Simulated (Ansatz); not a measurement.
**TiH2: state-averaged CASSCF**

Computed with Ansatz's Gaussian-basis code (development build). State-averaged CASSCF with equal weights; occupations are averaged over the states; levels count from the state that is lowest in CASSCF. The basis is small, far from the limit. Solutions may break the symmetry of the shape. No proof that the lowest CASSCF solution was found.

Geometry:

```
atom   x (Å)   y (Å)    z (Å)
   H  0.0000  0.6156   1.6914
  Ti  0.0000  0.0000   0.0000
   H  0.0000  0.6156  -1.6914
```

Basis def2-SVP, nonrelativistic, 9 orbitals frozen in the corrections; active space CAS(6,8). Averaged: 2 triplets.

CASSCF levels: triplet 0.00, triplet 0.09 eV.

Question: How does SC-NEVPT2 move them?

Answer: triplet 0.00, triplet 0.11 eV, in the same order of listing. The lowest state stays.
